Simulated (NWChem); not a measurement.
System meant: NiH$_{4}$O$_{2}$F$_{2}$, triplet; SMILES [OH2]->[Ni](<-[OH2])([F])[F]

Here is an NWChem input.

```
start job
memory heap 200 mb stack 900 mb global 1100 mb
geometry units angstroms noautoz
  Ni     0.158773     0.010653     0.250590
  F     -0.447666    -1.350858     1.338245
  F      0.893046     1.672194    -0.021427
  O     -1.312877     1.018252    -0.799751
  H     -0.631809     1.741098    -0.731704
  H     -2.078831     1.309450    -0.290213
  O      0.410332    -1.675255    -0.895728
  H     -0.221483    -1.769663    -1.618787
  H     -0.003694    -2.094323    -0.092803
end
basis spherical
  Ni library def2-svp
  F library def2-svp
  O library def2-svp
  H library def2-svp
end
dft
  odft
  mult 4
  xc pbe0
  iterations 150
  mulliken
end
task dft energy
```

End of the output:

```
 ==============================================================================
                                 internuclear angles
 ------------------------------------------------------------------------------
        center 1       |       center 2       |       center 3       |  degrees
 ------------------------------------------------------------------------------
    2 F                |   1 Ni               |   3 F                |   152.40
    2 F                |   1 Ni               |   4 O                |   115.13
    2 F                |   1 Ni               |   7 O                |    76.33
    3 F                |   1 Ni               |   4 O                |    76.63
    3 F                |   1 Ni               |   7 O                |   127.65
    4 O                |   1 Ni               |   7 O                |   101.74
    1 Ni               |   4 O                |   5 H                |    80.35
    1 Ni               |   4 O                |   6 H                |   116.32
    5 H                |   4 O                |   6 H                |   106.73
    1 Ni               |   7 O                |   8 H                |   114.73
    1 Ni               |   7 O                |   9 H                |    81.06
    8 H                |   7 O                |   9 H                |   106.91
 ------------------------------------------------------------------------------
                            number of included internuclear angles:         12
 ==============================================================================

 Summary of "ao basis" -> "" (spherical)
 ------------------------------------------------------------------------------
       Tag                 Description            Shells   Functions and Types
 ---------------- ------------------------------  ------  ---------------------
 Ni                         def2-svp                11       31   5s3p2d1f
 F                          def2-svp                 6       14   3s2p1d
 O                          def2-svp                 6       14   3s2p1d
 H                          def2-svp                 3        5   2s1p

                                 NWChem DFT Module
                                 -----------------

 Summary of "ao basis" -> "ao basis" (spherical)
 ------------------------------------------------------------------------------
       Tag                 Description            Shells   Functions and Types
 ---------------- ------------------------------  ------  ---------------------
 Ni                         def2-svp                11       31   5s3p2d1f
 F                          def2-svp                 6       14   3s2p1d
 O                          def2-svp                 6       14   3s2p1d
 H                          def2-svp                 3        5   2s1p

  number of electrons :                   66
  multiplicity        :                    4
 ------------------------------------------------------------------------
  no. of electrons and multiplicity not compatible                  66
 ------------------------------------------------------------------------
 ------------------------------------------------------------------------
  current input line :
    27: task dft energy
 ------------------------------------------------------------------------
 ------------------------------------------------------------------------
 There is an error in the input file
 ------------------------------------------------------------------------
 For more information see the NWChem manual at https://nwchemgit.github.io

0: no. of electrons and multiplicity not compatible:Received an Error in Communication
```

What is wrong, and how is it mended?

The input was rejected before any calculation. Cause: the multiplicity doesn't fit the number of electrons (an even count wants an odd multiplicity, and the reverse). This input runs:
```
start job
memory heap 200 mb stack 900 mb global 1100 mb
geometry units angstroms noautoz
  Ni     0.158773     0.010653     0.250590
  F     -0.447666    -1.350858     1.338245
  F      0.893046     1.672194    -0.021427
  O     -1.312877     1.018252    -0.799751
  H     -0.631809     1.741098    -0.731704
  H     -2.078831     1.309450    -0.290213
  O      0.410332    -1.675255    -0.895728
  H     -0.221483    -1.769663    -1.618787
  H     -0.003694    -2.094323    -0.092803
end
basis spherical
  * library def2-svp
end
dft
  odft
  mult 3
  xc pbe0
  iterations 150
  mulliken
end
task dft energy
```
It converges to -1859.88325 Ha (PBE0/def2-SVP, spin-unrestricted).
